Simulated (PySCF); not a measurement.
Task: What does the PBE0-D3(BJ)/def2-SVP structure of CrOCl3 (`[O]=[Cr]([Cl])([Cl])[Cl]`) [radical] look like in three dimensions? (Doublet state.)

Result: 
```xyz
5
Cl3CrO angstrom
Cr     0.0360    0.0673    0.1616
O     -0.1596   -0.1175    1.6454
Cl     2.0516   -0.0251   -0.4476
Cl    -1.0481    1.6967   -0.6267
Cl    -0.8798   -1.6214   -0.7327
```

Orientation and origin are arbitrary. Atoms count from 1 in this order. Cr1 (chromium bonded to 3 Cl and O) is distorted tetrahedral (angles from 103.6° to 114.7°).

Bonds between heavy atoms (Å): Cr1–O2 1.508, Cr1–Cl3 2.108, Cr1–Cl4 2.110, Cr1–Cl5 2.119.

The calculation used PBE0-D3(BJ)/def2-SVP geometry optimisation, gas phase (PySCF 2.14.0).

Point group: near C3v, missed by 0.20 Å at most; the miss may be what the optimiser left on a soft mode (Cs holds within 0.08 Å). No PBE0-D3(BJ)/def2-SVP frequencies stand behind this structure, so it isn't proved a minimum. ⟨S²⟩ = 0.781 (exact for a doublet: 0.75).

Hardware: one thread, x86-64 server, no GPU (shared host). Cost: 2.4 min. That covers the optimisation of the geometry.

For an open-shell metal species like this, the optimisation's SCF solution wasn't tested for stability and no frequencies at its level were run, so a lower state or another shape may exist.
